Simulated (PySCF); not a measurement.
Spin states of SI

Unrestricted PBE0; S def2-SVP, I def2-SVP with ECP28; scalar-relativistic core potentials (PySCF 2.14). Outer shells of the fragments: S 3s2 3p4; I 4d10 5s2 5p5.

Followed along the bond (rough minima from three points):

```
2Ms+1   unpaired  ⟨S²⟩ at the start  R at minimum (Å)  Te (eV)
    2        π ↑               0.75              2.34     0.00
    4  σ ↑, π ↑↑               3.75  none in the scan   ≤ 1.53
```

Solutions found at the starting distance of 2.295 Å, counted from the lowest of them; the search is not exhaustive and high or unbound solutions are not listed, so other states can lie among these:

```csv
2Ms+1,unpaired,term,E (eV),⟨S²⟩,⟨Lz²⟩,μ (D)
2,π ↑,²Π,0.00,0.75,1.00,1.21
4,"σ ↑, π ↑↑",⁴Σ⁻,2.12,3.75,0.00,-0.07
2,"σ ↓, π ↑↑",mixed,2.61,1.76,0.00,-0.05
2,"σ ↑, π ↑↓",mixed,2.63,1.76,2.01,0.11
2,σ ↑,mixed,3.49,0.82,2.00,0.60
4,"σ ↑, π ↑↑",mixed,4.58,3.75,2.01,2.09
4,"σ ↑↑, π ↑",⁴Π,5.52,3.75,1.00,0.38
2,π ↑,mixed,6.69,1.07,1.02,-0.48
```

A term symbol is given only where ⟨S²⟩ and ⟨Lz²⟩ are close to those of a pure state; real π, δ and φ orbitals otherwise mix terms. A positive dipole means S(−)I(+).

Spin–orbit coupling is left out. Counting both spins, an empty level lies below a filled one in some of these solutions, because spin and occupation are held.
